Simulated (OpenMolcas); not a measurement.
What dynamic correlation does to the levels of Fe²⁺

| Property | Result |
| --- | --- |
| Program | OpenMolcas 26.06 |
| Basis | ANO-RCC-VDZP [5s4p2d1f] |
| Scalar Hamiltonian | DKH2, point nucleus |
| Active space | 6 electrons in 6 orbitals (3d 4s) |
| State averaging | 2S+1 = 5 even, 30 roots; 2S+1 = 7 even, 1 root kept (CI in the orbitals of an earlier block); 2S+1 = 3 even, 121 roots kept (CI in the orbitals of an earlier block, 98 in the spin-orbit step); 2S+1 = 1 even, 96 roots kept (CI in the orbitals of an earlier block, 69 in the spin-orbit step) |
| Spin-orbit coupling | state interaction with AMFI integrals over the reference wave functions, term energies averaged over their components |

Methods on the same reference wave functions:
A. CASSCF
B. SS-CASPT2, IPEA 0.25 Eh, imaginary shift 0.1 Eh (closed shells correlated: 3s 3p)
C. MS-CASPT2, IPEA 0.25 Eh, imaginary shift 0.1 Eh (closed shells correlated: 3s 3p)

Energies in cm⁻¹ above 3d⁶ ⁵D₄, the measured ground level; measured values from Corliss and Sugar, J. Phys. Chem. Ref. Data 11, 135 (1982).

```json
{"Level": "3d⁶ ⁵D₄", "A": "0.0", "B": "0.0", "C": "0.0", "Measured": "0.0"}
{"Level": "3d⁶ ⁵D₃", "A": "489", "B": "493", "C": "493", "Measured": "436"}
{"Level": "3d⁶ ⁵D₂", "A": "836", "B": "835", "C": "835", "Measured": "739"}
{"Level": "3d⁶ ⁵D₁", "A": "1060", "B": "1054", "C": "1054", "Measured": "932"}
{"Level": "3d⁶ ⁵D₀", "A": "1170", "B": "1161", "C": "1161", "Measured": "1027"}
{"Level": "3d⁵ 4s ⁷S₃", "A": "9122", "B": "23660", "C": "23660", "Measured": "30089"}
{"Level": "3d⁵ 4s ⁵S₂", "A": "20877", "B": "33170", "C": "33170", "Measured": "41000"}
{"Level": "3d⁶ ³H₆", "A": "23931", "B": "20850", "C": "20850", "Measured": "20051"}
{"Level": "3d⁶ ³H₅", "A": "24190", "B": "21090", "C": "21090", "Measured": "20301"}
{"Level": "3d⁶ ³H₄", "A": "24384", "B": "21230", "C": "21230", "Measured": "20482"}
{"Level": "3d⁶ ³P₂(1)", "A": "26199", "B": "18900", "C": "18900", "Measured": "19405"}
{"Level": "3d⁶ ³F₄(1)", "A": "27425", "B": "21680", "C": "21680", "Measured": "21462"}
{"Level": "3d⁶ ³P₁(1)", "A": "27643", "B": "20350", "C": "20350", "Measured": "20688"}
{"Level": "3d⁶ ³F₃(1)", "A": "27699", "B": "21900", "C": "21900", "Measured": "21700"}
{"Level": "3d⁶ ³F₂(1)", "A": "27902", "B": "22070", "C": "22070", "Measured": "21857"}
{"Level": "3d⁶ ³P₀(1)", "A": "28256", "B": "20950", "C": "20950", "Measured": "21208"}
{"Level": "3d⁶ ³G₅", "A": "30253", "B": "25400", "C": "25400", "Measured": "24559"}
{"Level": "3d⁶ ³G₄", "A": "30708", "B": "25820", "C": "25820", "Measured": "24941"}
{"Level": "3d⁶ ³G₃", "A": "30921", "B": "26020", "C": "26020", "Measured": "25142"}
{"Level": "3d⁶ ¹I₆", "A": "36069", "B": "31580", "C": "31580", "Measured": "30356"}
{"Level": "3d⁶ ¹G₄(1)", "A": "38071", "B": "31440", "C": "31400", "Measured": "30886"}
{"Level": "3d⁶ ³D₁", "A": "39180", "B": "31510", "C": "31510", "Measured": ""}
{"Level": "3d⁶ ³D₂", "A": "39216", "B": "31510", "C": "31510", "Measured": ""}
{"Level": "3d⁶ ³D₃", "A": "39349", "B": "31670", "C": "31680", "Measured": "30858"}
```

Deviations, from unrounded energies. A percentage is the sum of absolute deviations over the sum of measured energies, with the sign that they share, or ± where signs differ.

```csv
Against measurement,Levels,A,B,C
mean absolute deviation (cm-1),21,6200,1100,1100
fine structure of the ground term (%),4,+13.4,+13.0,+13.0
other terms of the ground configuration (%),15,+25.2,±2.6,±2.6
other configurations (%),2,-57.8,-20.1,-20.1
```

B, C lie about equally close to measurement and A furthest from it. The largest miss of C in the table is 3d⁵ 4s ⁵S₂, by -7800 cm-1. The ranking rests on the paired levels alone, and a cruder setting can come out closer through cancelling errors.

Between B and C the level of the table that moves most is 3d⁶ ¹G₄(1), by 44 cm-1 (lowest in C, highest in B). Moves below CASPT2's spread within the term are not significant.

The two smallest mean deviations differ by little beside CASPT2's spread within terms, so their order carries little weight.

From A to B the spin-free energies of the other terms of 3d⁶ shown, above ⁵D, scale by factors of 0.72 to 0.87, as is usual when dynamic correlation screens the repulsion within a d or f shell.

The lowest spin-free term lies below A's lowest term by 0.365 hartree in B, 0.365 hartree in C.

Term energies are means over components that CASPT2 splits; among the terms shown or strongly mixed into the levels shown the widest spread is 2400 cm-1 (3d⁶ ¹I, C). Over all roots computed the reference weight is 0.89 to 0.95 in B, 0.89 to 0.95 in C; the roots of lowest weight are the least certain, and an intruder state may touch them. Some high roots are left out of the spin-orbit mixing, which shifts the levels that they would mix with. Terms from blocks run as CI alone lack orbitals of their own. A single d shell beside an s shell can misplace configurations of different d count against each other. Without dynamic correlation excited terms often stand tens of per cent too high (terms of higher spin than the ground term too low), and those without a measured partner can miss by more than the paired ones (holds for A). Some levels mix across a computed gap that differs much from the measured one, so their mixing is not that of the real levels (holds for B; C). The CASPT2 spread within a term exceeds the gap to the next term for 3d⁶ ¹G(1) and 3d⁶ ¹I, 3d⁶ ¹I and 3d⁶ ³D, so the order of their levels is uncertain (holds for B; C). Blocks of more than 70 roots (2S+1 = 3 even) ran without multistate coupling (holds for C). Computed and measured levels are paired by configuration, term and J; levels that our copy of the source lacks, or whose pairing is in doubt (as where it misses far off the trend of its configuration), stay unpaired and out of the deviations. Only configurations of the active space appear. Levels that lie high or do not pair safely by name in every column are left out.

A number in round brackets counts repeated terms of one configuration in the order of the reference energies.
